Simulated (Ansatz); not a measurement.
Isolated molecules relaxed with PBE0-D4/def2-TZVP in Ansatz; ΔE leaves out vibrations. CBS: MP2 limit from def2 TZ/QZ plus the TZ coupled-cluster correction, frozen cores. DFT in def2-TZVPP. For Se outer-core shells are correlated without core-valence functions, which leaves a few kJ/mol of doubt a bond. Scalar relativity is left out up to krypton. One conformer a species, not always the lowest.

Reaction (formal exchange of groups at the Se–C bond): `B[Se]CC` + `CS[SiH2][SiH3]` → `B[Se][SiH2][SiH3]` + `CCSC`

```json
{"level": "PBE-D4", "ΔE (kJ/mol)": "4.0"}
{"level": "ωB97M-V", "ΔE (kJ/mol)": "1.6"}
{"level": "B2PLYP", "ΔE (kJ/mol)": "5.0"}
{"level": "CCSD(T)/def2-TZVPP", "ΔE (kJ/mol)": "5.0"}
{"level": "HF/def2-QZVPP", "ΔE (kJ/mol)": "-0.6"}
{"level": "SCS-MP2/def2-QZVPP", "ΔE (kJ/mol)": "3.3"}
{"level": "MP2/CBS(def2)", "ΔE (kJ/mol)": "1.4"}
{"level": "CCSD/CBS(def2)", "ΔE (kJ/mol)": "1.0"}
```

(1) What does CCSD(T)/CBS give? (Best estimate.)

Largest T1 diagnostic among the species: 0.014.

Results:

(1) Computed: +1.7 kJ/mol. The listed levels differ from it by 2.3, -0.1, 3.3, 3.3, -2.3, 1.6, -0.3, -0.7 kJ/mol.

In def2-TZVPP, CCSD(T) changes the Hartree–Fock value by +5.4 kJ/mol (the triples alone add +0.8 kJ/mol) and MP2 by +5.1 kJ/mol.
